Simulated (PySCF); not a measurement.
One of the candidates below gave these computed data.

All candidates are C3H8O2SSi.

| technique | computed result |
| --- | --- |
| Dipole | 1.89 D [PBE0/pcSseg-1] |
| NMR, other nuclei | isotropic shieldings of nuclei other than C and H, by class: 292 (2 O), 338 (1 Si), 655 (1 S) ppm [GIAO PBE0/pcSseg-1] |
| Rotational structure | rotational constants A, B, C: 4.429, 1.148, 1.008 GHz [GFN2-xTB] |
| 13C NMR | chemical shifts (computed TMS as zero) by class: 64.8 (2 C), 8.8 (1 C) ppm [GIAO PBE0/pcSseg-1] |
| 1H NMR | chemical shifts (computed TMS as zero) by class: 5.27 (1 H), 4.34 (2 H), 4.20 (2 H), 2.02 (3 H) ppm [GIAO PBE0/pcSseg-1] |

Gas-phase values; electronic properties from PySCF, density fitting. Levels stand in brackets. The structure is a single GFN2-xTB conformer in the gas phase; no vibrational or solvent corrections. GFN2-xTB frequencies show an imaginary mode (21i cm⁻¹), so this geometry is no minimum at that level. NMR values are class means; diastereotopic atoms form classes of their own.

Question: Which candidate is it?
A. `C[C@H]([SiH2]S)C(=O)O`
B. `CS[SiH]1OCCO1`
C. `CC(=S)OCO[SiH3]`
D. `CS[Si@H](O)CC=O`

Answer: B. It is `CS[SiH]1OCCO1`. Numbering: `[CH3:1][S:2][SiH:3]1[O:4][CH2:5][CH2:6][O:7]1`. Its formula, C3H8O2SSi, gives 1 degree of unsaturation: 1 ring and 0 π bonds in the structure found. 3 carbons fall into 2 classes; from least to most shielded: ring sp3 carbon bound to oxygen [C5/C6] (64.8 ppm, 2 C), S-methyl carbon [C1] (8.8 ppm). Hydrogen classes from least to most shielded: 1 H on an oxygen-bound silicon, Si3 (5.27 ppm), 2 H on 2 like atoms (sp3 carbon bound to oxygen), C5/C6 (4.34 ppm), 2 H on 2 like atoms (sp3 carbon bound to oxygen), C5/C6 (4.20 ppm), 3 H on an S-methyl carbon, C1 (2.02 ppm). The other shieldings belong to: 292 ppm, silyl ether oxygen [O4/O7]; 338 ppm, oxygen-bound silicon [Si3]; 655 ppm, sulfur bonded to C and Si [S2]. The optimised geometry has point group C1 and is an asymmetric top.

The others, at the same levels:
- `CS[Si@H](O)CC=O` fails: it has 3 carbon classes against 2; its computed 13C shifts are 209.9 (1 C), 40.6 (1 C), 11.1 (1 C) ppm, 1H shifts are 10.20 (1 H), 5.45 (1 H), 3.98 (1 H), 2.64 (1 H), 2.35 (1 H), 2.26 (3 H) ppm and smallest rotational constant is 0.847 GHz (against 1.008 GHz).
- `C[C@H]([SiH2]S)C(=O)O` fails: it has 3 carbon classes against 2; its computed 13C shifts are 181.0 (1 C), 31.0 (1 C), 12.7 (1 C) ppm, 1H shifts are 6.16 (1 H), 4.78 (1 H), 4.70 (1 H), 2.50 (1 H), 2.13 (1 H), 1.40 (3 H) ppm and rotational constant A is 2.589 GHz (against 4.429 GHz).
- `CC(=S)OCO[SiH3]` fails: it has 3 carbon classes against 2; its computed 13C shifts are 225.9 (1 C), 97.4 (1 C), 35.6 (1 C) ppm, 1H shifts are 6.02 (2 H), 4.88 (3 H), 2.81 (3 H) ppm and rotational constant A is 3.966 GHz (against 4.429 GHz).

Each candidate is one conformer, not necessarily the lowest. Dipoles, sizes and rotational constants follow the conformer. The torsions of the flexible species, by atom-mapped SMILES:
- `[CH3:1][S:2][Si@H:3]([OH:4])[CH2:5][CH:6]=[O:7]`: C1–S2–Si3–O4 -51°, S2–Si3–C5–C6 170°, Si3–C5–C6–O7 -65°, H–O4–Si3–S2 -142°
- `[CH3:1][C@H:2]([SiH2:3][SH:4])[C:5](=[O:6])[OH:7]`: C1–C2–Si3–S4 177°, C1–C2–C5–O6 -164°, H–S4–Si3–C2 24°, H–O7–C5–C2 177°
- `[CH3:1][C:2](=[S:3])[O:4][CH2:5][O:6][SiH3:7]`: C1–C2–O4–C5 -179°, C2–O4–C5–O6 179°, O4–C5–O6–Si7 0°

The conformers of `CS[SiH]1OCCO1` aren't listed.
